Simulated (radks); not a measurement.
Values are calculated unless marked as measured or tabulated.
Valence configurations of Ru I (all share [Kr]). Code: a radial shooting solver on a logarithmic mesh with Libxc functionals. Model: Dirac Kohn-Sham, BLYP, spin-unpolarised, spherical densities, finite nucleus; open shells fill j = l - 1/2 first; Fermi nuclear charge, rms radius 4.4809 fm. Energies are relative to 4d7 5s1; eigenvalues in eV.

valence          E (eV)  e(4d3/2)  e(4d5/2)  e(5p1/2)  e(5s1/2)
4d7 5s1           0.000    -5.239    -4.918         -    -4.232
4d7 5p1           3.389    -6.688    -6.361    -1.719         -
4d5 5s1 5p2      13.257   -12.867   -12.477    -3.019    -7.615
4d8              -0.070    -3.273    -2.980         -         -
4d6 5s2           1.413    -7.649    -7.298         -    -5.106
4d6 5p2           9.311   -10.225    -9.865    -2.622         -
4d7 5s0.5 5p0.5   1.658    -6.008    -5.684    -1.392    -4.782
4d7.5 5s0.5      -0.182    -4.192    -3.885         -    -3.830
4d6 5s1 5p1       5.242    -9.036    -8.681    -2.083    -6.038
4d4 5s2 5p2      19.099   -15.745         -    -3.451    -8.470

NIST lists [Kr] 4d7 5s1 as the ground configuration; this level of theory puts 4d7.5 5s0.5 lower, by 0.182 eV. The energies are those of spherical spin-averaged densities, not of single terms.
